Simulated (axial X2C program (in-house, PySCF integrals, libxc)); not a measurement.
# Potential curves of I₂, 2c

Calculated with an in-house all-electron X2C program for linear molecules (integrals from PySCF). Two-component (2c) means X2C with spin–orbit coupling and atomic mean-field two-electron Coulomb and Gaunt terms. Basis: I dyall-cv3z [11s12p8d4f1g] (cores contracted in-house); Gaussian nuclei, density fitting, unrestricted open shells. Masses: I 126.904 u.

State: Ω = 0 (closed shell). Energies in eV from the fragments at the same level (I + I). Fits are polynomials in 1 − R0/R over 0.85 to 1.23 times the lowest point R0.

```csv
R (Å),PBE0
2.3368,-0.5550
2.4443,-1.1715
2.5248,-1.4230
2.6054,-1.5457
2.6860,-1.5733
2.7800,-1.5207
2.8740,-1.4059
2.9949,-1.2042
3.1426,-0.9194
3.3575,-0.5021
```

Occupations by symmetry block were frozen at the best pattern of an incomplete PBE0 search. The closed shell is kept restricted, so the energy runs too high when the bond is stretched far. De is counted from the lowest determinant-based energies of the atoms at the same level, without counterpoise correction. The functionals have no current-density term, which raises determinants with orbital currents, atoms included.

What are Re, ωe and De at the PBE0 level?

At PBE0, 2c: Re = 2.674 Å, ωe ≈ 217 cm⁻¹, De = 1.57 eV to I + I; Be follows as 0.0372 cm⁻¹.
